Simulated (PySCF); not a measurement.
# ZnH₂: breathing scan

All numbers come from PySCF, r2SCAN, basis Zn def2-TZVP, H def2-TZVP (no relativity, density fitting).

Rigid scan from the singlet minimum (Zn–H 1.532 Å (×2); H–Zn–H 180.0°). Coordinate: all bonds to the central atom scaled together. Energies in kJ/mol from the minimum.

```
scale of all bonds to the centre  E (kJ/mol)
                            0.88        60.2
                            0.92        24.2
                            0.96         5.5
                            1.00         0.0
                            1.04         4.6
                            1.08        16.8
                            1.14        45.3
                            1.22        95.7
                            1.35       190.8
```

At long bonds a restricted determinant can lie too high, and another spin state can fall below this curve.

The scan took of the order of 50 core-seconds on a shared host.
